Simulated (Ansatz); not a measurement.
# Nudged elastic band run: GaH3O

The input (input.yaml):

```yaml
crystal:
  periodic: [false, false, false]
  atoms:
    - { symbol: Ga, position_ang: [0.481331, -0.001758, 0.017337] }
    - { symbol: O, position_ang: [0.783833, -0.155826, 1.779133] }
    - { symbol: H, position_ang: [-0.007928, -0.237556, 2.325844] }
    - { symbol: H, position_ang: [1.795967, 0.12837, -0.813176] }
    - { symbol: H, position_ang: [-1.007904, -0.014631, -0.480737] }
basis:
  gaussian: { orbitals: def2-SVP }
hamiltonian:
  xc: b3lyp
  dispersion: d4
neb:
  order_check: false
  images: 5
  f_tol: 0.05
  max_iterations: 60
  spring: 20.0
  final_atoms:
    - { symbol: Ga, position_ang: [-0.11817909, 0.25862708, -1.01794166] }
    - { symbol: O, position_ang: [1.05711107, 0.11797103, 1.02645077] }
    - { symbol: H, position_ang: [0.5463262, -0.36181531, 1.69327697] }
    - { symbol: H, position_ang: [1.97095738, -0.19223206, 1.09108131] }
    - { symbol: H, position_ang: [-1.41091656, -0.10395173, 0.03553361] }
  initial_path:
    images:
      - { positions_ang: [[0.481331, -0.001758, 0.017337], [0.783833, -0.155826, 1.779133], [-0.007928, -0.237556, 2.325844], [1.795967, 0.12837, -0.813176], [-1.007904, -0.014631, -0.480737]] }
      - { positions_ang: [[0.32069277, -0.00063906, 0.01175269], [0.94996368, -0.10543443, 1.69337911], [0.1181981, -0.24985107, 2.1713629], [1.78231161, 0.08013164, -0.46708701], [-1.12586716, -0.00560808, -0.58100669]] }
      - { positions_ang: [[0.16005455, 0.00047988, 0.00616839], [1.11609436, -0.05504287, 1.60762522], [0.2443242, -0.26214614, 2.0168818], [1.76865622, 0.03189328, -0.12099803], [-1.24383032, 0.00341485, -0.68127637]] }
      - { positions_ang: [[-0.00058368, 0.00159882, 0.00058408], [1.28222504, -0.0046513, 1.52187132], [0.37045029, -0.27444121, 1.8624007], [1.75500082, -0.01634508, 0.22509096], [-1.36179348, 0.01243777, -0.78154606]] }
      - { positions_ang: [[-0.03978215, 0.08727491, -0.3389245], [1.20718705, 0.03622281, 1.35673114], [0.42907559, -0.30356591, 1.80602612], [1.82698634, -0.07497407, 0.51375441], [-1.37816784, -0.02635873, -0.50918617]] }
      - { positions_ang: [[-0.07898062, 0.17295099, -0.67843308], [1.13214906, 0.07709692, 1.19159096], [0.4877009, -0.33269061, 1.74965154], [1.89897186, -0.13360306, 0.80241786], [-1.3945422, -0.06515523, -0.23682628]] }
      - { positions_ang: [[-0.11817909, 0.25862708, -1.01794166], [1.05711107, 0.11797103, 1.02645077], [0.5463262, -0.36181531, 1.69327697], [1.97095738, -0.19223206, 1.09108131], [-1.41091656, -0.10395173, 0.03553361]] }
```

Run as:

```bash
$ ansatz run input.yaml --threads 1 --pin off --max-ram 2048MiB --backend cpu --events-out ev --progress --plain --runs-dir out
```

Output, in part (warnings, iteration lines, the closing report on the highest movable image, with atoms numbered from 0):

```
NEB end point (image 0): max|allowed force component| = 1.345e-2 eV/Å (the criterion of neb.relax_end_points is 1.000e-2)
NEB end point (image 6): max|allowed force component| = 1.382e-2 eV/Å (the criterion of neb.relax_end_points is 1.000e-2)
NEB iter   1: max|band force component| = 6.300e0 eV/Å  barrier→ = 4.7480 eV  barrier← = 3.8666 eV  Δτ_max = 0.2000 Å  (171 SCF iters)
NEB iter   2: max|band force component| = 2.362e0 eV/Å  barrier→ = 3.3343 eV  barrier← = 2.4529 eV  Δτ_max = 0.1968 Å  (146 SCF iters)
NEB iter   3: max|band force component| = 1.247e0 eV/Å  barrier→ = 2.7689 eV  barrier← = 1.8875 eV  Δτ_max = 0.1402 Å  (143 SCF iters)
NEB iter   4: max|band force component| = 5.079e-1 eV/Å  barrier→ = 2.5795 eV  barrier← = 1.6981 eV  Δτ_max = 0.1859 Å  (138 SCF iters)
NEB iter   5: max|band force component| = 8.621e-1 eV/Å  barrier→ = 2.5490 eV  barrier← = 1.6676 eV  Δτ_max = 0.0855 Å  (138 SCF iters)
NEB iter   6: max|band force component| = 1.022e0 eV/Å  barrier→ = 2.4647 eV  barrier← = 1.5833 eV  CI = image 3  Δτ_max = 0.0992 Å  (128 SCF iters)
NEB iter   7: max|band force component| = 2.700e-1 eV/Å  barrier→ = 2.5345 eV  barrier← = 1.6531 eV  CI = image 3  Δτ_max = 0.0285 Å  (133 SCF iters)
NEB iter   8: max|band force component| = 2.018e-1 eV/Å  barrier→ = 2.5300 eV  barrier← = 1.6485 eV  CI = image 3  Δτ_max = 0.0276 Å  (124 SCF iters)
NEB iter   9: max|band force component| = 6.982e-2 eV/Å  barrier→ = 2.5260 eV  barrier← = 1.6446 eV  CI = image 3  Δτ_max = 0.0529 Å  (123 SCF iters)
NEB iter  10: max|band force component| = 1.316e-1 eV/Å  barrier→ = 2.5244 eV  barrier← = 1.6429 eV  CI = image 3  Δτ_max = 0.0263 Å  (126 SCF iters)
NEB iter  11: max|band force component| = 1.052e-1 eV/Å  barrier→ = 2.5240 eV  barrier← = 1.6425 eV  CI = image 3  Δτ_max = 0.0526 Å  (120 SCF iters)
NEB iter  12: max|band force component| = 6.264e-2 eV/Å  barrier→ = 2.5239 eV  barrier← = 1.6425 eV  CI = image 3  Δτ_max = 0.0449 Å  (120 SCF iters)
NEB iter  13: max|band force component| = 4.812e-2 eV/Å  barrier→ = 2.5239 eV  barrier← = 1.6424 eV  CI = image 3  Δτ_max = 0.0000 Å  (238 SCF iters)
Total energy: -54464.80645654 eV, -2001.5447197061 hartree
Atom 0 at     0.223107     0.111512    -0.455057 Å, force    -0.000188     0.000423     0.001417 eV/Å
Atom 1 at     0.876466     0.153945     1.429416 Å, force    -0.002150    -0.001752    -0.002961 eV/Å
Atom 2 at     0.646444    -0.456527     2.154473 Å, force     0.000855     0.000888     0.001158 eV/Å
Atom 3 at     1.671271    -0.168206     0.290286 Å, force     0.002253     0.000095     0.000665 eV/Å
Atom 4 at    -1.371989     0.077874    -0.590716 Å, force    -0.000771     0.000346    -0.000280 eV/Å
Dipole moment:    -0.113006    -0.239398     0.058344 e Å
```

It converged. Neighbouring images differ by up to 1.2 eV, so the band resolves the path poorly. Another band between the same ends (5 images) ends at a top of the same energy, where a vibrational analysis finds 1 clearly imaginary mode. The orbitals stay closed-shell, which can raise the energy where a bond breaks towards radicals; this wasn't checked here.

Final band (atoms are numbered from 1 in the order of the input):

| image | path coordinate (Å) | energy (eV) | Ga1–O2 (Å) | Ga1–H4 (Å) | O2–H4 (Å) |
| --- | --- | --- | --- | --- | --- |
| 0 | 0.00 | 0.00 | 1.79 | 1.56 | 2.80 |
| 1 | 0.57 | 0.29 | 1.79 | 1.55 | 2.47 |
| 2 | 1.14 | 1.35 | 1.83 | 1.54 | 2.00 |
| 3 | 1.71 | 2.52 | 1.99 | 1.65 | 1.43 |
| 4 | 2.25 | 1.31 | 2.24 | 2.07 | 1.01 |
| 5 | 2.79 | 0.93 | 2.37 | 2.68 | 0.97 |
| 6 | 3.32 | 0.88 | 2.36 | 3.00 | 0.97 |

Time of the run: 100 s on 1 thread of Arm Neoverse V1, on a shared host, peak memory 0.12 GiB.
